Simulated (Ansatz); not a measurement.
One change: `CC1(Cl)CB1F` becomes `CC1CB1F`.

Ansatz, PBE0-D4/def2-TZVP geometries, multiplicity 1. 

| property | `CC1(Cl)CB1F` |
| --- | --- |
| HOMO–LUMO gap (ωB97M-V/def2-TZVPP) / eV | 10.41 |
| LUMO energy (B3LYP/def2-TZVPP) / eV | -1.43 |
| HOMO energy (PBE/def2-TZVPP) / eV | -5.95 |
| LUMO energy (PBE0/def2-TZVPP) / eV | -1.21 |
| HOMO–LUMO gap (PBE0/def2-TZVPP) / eV | 6.07 |
| LUMO energy (PBE/def2-TZVPP) / eV | -2.23 |

(1) What does the change do to each property? (Estimate.)

## Answers

(1) The calculation gave: 
| property | `CC1CB1F` | shift |
| --- | --- | --- |
| HOMO–LUMO gap (ωB97M-V/def2-TZVPP) / eV | 11.00 | 0.59 |
| LUMO energy (B3LYP/def2-TZVPP) / eV | -0.76 | 0.67 |
| HOMO energy (PBE/def2-TZVPP) / eV | -5.82 | 0.13 |
| LUMO energy (PBE0/def2-TZVPP) / eV | -0.51 | 0.70 |
| HOMO–LUMO gap (PBE0/def2-TZVPP) / eV | 6.67 | 0.60 |
| LUMO energy (PBE/def2-TZVPP) / eV | -1.55 | 0.68 |

With PBE0 the HOMO rises by 0.10 eV and the LUMO rises by 0.70 eV, so the gap widens by about 0.60 eV. PBE moves the HOMO by 0.13 eV and ωB97M-V by 0.04 eV.

B3LYP here is the variant with VWN-RPA as its local correlation; programs differ in this.
